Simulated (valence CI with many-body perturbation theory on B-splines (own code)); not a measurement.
# Xe⁵⁺: electric-dipole lines

Method: valence CI with perturbative core correlation (CI+MBPT): three valence electrons over a frozen Dirac-Fock core [Kr] 4d10, a basis of 11 s, 11 p, 10 d, 8 f, 5 g, 2 h functions for each j, with the one-electron correlation potential Σ1, the two-electron term Σ2, the three-electron term Σ3, Breit, model QED; selected CI, second order for the rest, scaled by the run's own slope (own B-spline code, finite nucleus).

Against 18 measured levels this calculation errs by 446 cm⁻¹ on average and by 1230 at most. These come from a selection out of Saloman, J. Phys. Chem. Ref. Data 33, 765 (2004). Levels without a partner in it may be off by more, other configurations by several thousand cm⁻¹. The list stops below the first excitations out of the core. 7 measured levels below the end of the list, from 338450 cm⁻¹ on, found no clear computed partner, and computed levels of the same name lie up to 10570 cm⁻¹ from them.

Lines 1 to 50 of 595 in falling wavelength, among levels below 51.220 eV, chosen from the strongest by gf and those to the six lowest levels. Wavelengths and rates use the calculated energies, so an error of 400 cm⁻¹ moves a line at 2433 Å by 0.97 % and its rate by three times that or more. Electric multipoles are in the length gauge, E1 and E2 with the static RPA response of the core. Weak lines are less certain than strong ones. Lines between different terms over intervals too small for the method are left out, as are lines whose strength nearly cancels. Where a level lies close to another of its J and parity, the split of strength between their lines is uncertain. The highest levels of a list are the least certain.

Names give the largest LS component (configuration and term), which can be under half, so a name can repeat, a term be missing and a line seem to break the LS rules; names also repeat where a configuration has a term twice. Letters in brackets count levels of one name in rising energy.

| λ vac (Å) | Upper | Lower | A (s⁻¹) | log gf | Branch % |
| --- | --- | --- | --- | --- | --- |
| 19460 | 4f 5p2 4G°_11/2 | 5p2 5d 4F_9/2 | 1.87e+05 | -0.89 | 0.0 |
| 14540 | 4f 5p2 4G°_9/2 [a] | 5p2 5d 2F_7/2 | 3.74e+05 | -0.93 | 0.0 |
| 13070 | 5s2 5f 2F°_7/2 | 4f 5s 5p 2D_5/2 [b] | 1.27e+06 | -0.58 | 0.0 |
| 12870 | 4f 5p2 4G°_9/2 [b] | 5p2 5d 4F_7/2 | 6.65e+05 | -0.78 | 0.0 |
| 12050 | 5s2 5f 2F°_5/2 | 4f 5s 5p 2D_3/2 [b] | 1.29e+06 | -0.77 | 0.0 |
| 10860 | 4f 5s 5p 4F_9/2 | 5s 5p 5d 4F°_7/2 | 7.82e+05 | -0.86 | 3.4 |
| 9137 | 5s 5p 6p 2D_3/2 [c] | 5s2 6f 2F°_5/2 | 7.59e+06 | -0.42 | 0.1 |
| 9007 | 4f 5s 5p 4F_7/2 | 5s 5p 5d 4F°_5/2 | 1.29e+06 | -0.90 | 15.6 |
| 8024 | 4f 5s 5p 4G_11/2 | 5s 5p 5d 4F°_9/2 | 2.73e+06 | -0.50 | 100.0 |
| 7776 | 4f 5s 5p 4G_5/2 | 5s 5p 5d 4F°_3/2 | 2.27e+06 | -0.91 | 8.2 |
| 6556 | 5s 5p 6p 2D_5/2 [b] | 5s2 6f 2F°_7/2 | 1.12e+07 | -0.36 | 0.1 |
| 5972 | 5s2 7p 2P°_1/2 | 5s2 7s 2S_1/2 | 4.57e+07 | -0.31 | 0.3 |
| 5427 | 5s2 6d 2D_3/2 | 5s 5p 5d 2F°_5/2 [b] | 1.53e+07 | -0.57 | 0.3 |
| 5330 | 5s 5p 6s 2P°_3/2 [b] | 5s2 7s 2S_1/2 | 4.17e+07 | -0.15 | 0.3 |
| 4850 | 5s2 6d 2D_5/2 | 5s 5p 5d 2F°_7/2 [b] | 1.80e+07 | -0.42 | 0.4 |
| 4486 | 5s2 6f 2F°_5/2 | 5s2 5g 2G_7/2 | 7.78e+07 | 0.15 | 1.2 |
| 4459 | 5s2 6f 2F°_7/2 | 5s2 5g 2G_9/2 | 7.63e+07 | 0.26 | 1.3 |
| 4132 | 5s 5p 6s 2P°_1/2 [b] | 5s2 7s 2S_1/2 | 1.09e+08 | -0.25 | 0.8 |
| 3977 | 5s2 7p 2P°_3/2 | 5s2 7s 2S_1/2 | 1.68e+08 | 0.20 | 2.0 |
| 3779 | 5s2 7d 2D_3/2 | 5s2 7p 2P°_3/2 | 2.42e+07 | -0.68 | 1.5 |
| 3650 | 5s2 7d 2D_3/2 | 5s 5p 6s 2P°_1/2 [b] | 8.90e+07 | -0.15 | 5.5 |
| 3615 | 5s2 7d 2D_5/2 | 5s2 7p 2P°_3/2 | 2.21e+08 | 0.41 | 18.2 |
| 3492 | 5s2 7p 2P°_1/2 | 5s2 6d 2D_3/2 | 1.13e+08 | -0.38 | 0.8 |
| 3377 | 5s 5p 6s 2P°_3/2 [b] | 5s2 6d 2D_5/2 | 6.72e+07 | -0.34 | 0.5 |
| 3225 | 5s 5p 6p 4D_3/2 | 5s 5p 6s 2P°_1/2 [a] | 2.37e+07 | -0.83 | 0.7 |
| 3045 | 5s2 7d 2D_3/2 | 5s 5p 6s 2P°_3/2 [b] | 7.13e+07 | -0.40 | 4.4 |
| 2938 | 5s2 7d 2D_5/2 | 5s 5p 6s 2P°_3/2 [b] | 3.82e+08 | 0.47 | 31.4 |
| 2895 | 5s 5p 6p 2P_1/2 [b] | 5s2 7p 2P°_3/2 | 1.03e+08 | -0.59 | 0.9 |
| 2890 | 5s 5p 6p 2D_3/2 [b] | 5s 5p 6s 2P°_3/2 [a] | 9.39e+07 | -0.33 | 2.6 |
| 2869 | 5s2 7d 2D_3/2 | 5s2 7p 2P°_1/2 | 4.47e+08 | 0.34 | 27.7 |
| 2853 | 5s 5p 6p 4P_5/2 | 5s 5p 6s 2P°_3/2 [a] | 4.19e+07 | -0.51 | 1.4 |
| 2838 | 5s 5p 6p 4P_3/2 | 5s 5p 6s 2P°_1/2 [a] | 3.44e+07 | -0.78 | 1.0 |
| 2778 | 5s2 7p 2P°_3/2 | 5s2 6d 2D_5/2 | 2.53e+08 | 0.07 | 3.0 |
| 2771 | 5s 5p 6s 2P°_1/2 [b] | 5s2 6d 2D_3/2 | 2.24e+08 | -0.29 | 1.7 |
| 2748 | 5s 5p 6p 2D_3/2 [c] | 5s2 7p 2P°_3/2 | 1.29e+08 | -0.23 | 1.2 |
| 2700 | 5s2 7p 2P°_3/2 | 5s2 6d 2D_3/2 | 3.02e+07 | -0.88 | 0.4 |
| 2679 | 5s 5p 6p 2D_3/2 [c] | 5s 5p 6s 2P°_1/2 [b] | 1.86e+08 | -0.10 | 1.7 |
| 2656 | 5s2 8s 2S_1/2 | 5s2 7p 2P°_3/2 | 4.90e+08 | 0.02 | 7.0 |
| 2652 | 5s 5p 6p 2P_1/2 [a] | 5s 5p 6s 2P°_1/2 [a] | 2.01e+08 | -0.37 | 4.9 |
| 2651 | 5s 5p 6p 4D_3/2 | 5s 5p 5d 2D°_3/2 [b] | 5.40e+07 | -0.64 | 1.5 |
| 2593 | 5s 5p 6p 4D_1/2 | 5s 5p 6s 4P°_1/2 | 2.58e+08 | -0.28 | 7.5 |
| 2591 | 5s2 8s 2S_1/2 | 5s 5p 6s 2P°_1/2 [b] | 2.54e+08 | -0.29 | 3.6 |
| 2579 | 5p2 5d 4P_5/2 | 5s2 7p 2P°_3/2 | 5.19e+07 | -0.51 | 0.3 |
| 2551 | 5s2 7p 2P°_1/2 | 4f 5s 5p 2D_3/2 [b] | 1.11e+08 | -0.67 | 0.8 |
| 2542 | 5s 5p 6p 4D_3/2 | 5s 5p 6s 4P°_3/2 | 1.26e+08 | -0.31 | 3.5 |
| 2467 | 5s 5p 6p 4S_3/2 | 5s 5p 6s 2P°_3/2 [a] | 1.31e+08 | -0.32 | 3.8 |
| 2452 | 5s 5p 6s 2P°_3/2 [b] | 4f 5s 5p 2D_5/2 [b] | 7.20e+07 | -0.59 | 0.5 |
| 2449 | 5s 5p 6p 2D_5/2 [b] | 5s2 7p 2P°_3/2 | 3.32e+08 | 0.25 | 2.5 |
| 2444 | 5s 5p 6p 2P_1/2 [b] | 5s 5p 6s 2P°_3/2 [b] | 7.66e+07 | -0.86 | 0.7 |
| 2433 | 5s2 6p 2P°_1/2 | 5s2 6s 2S_1/2 | 3.60e+08 | -0.19 | 9.0 |
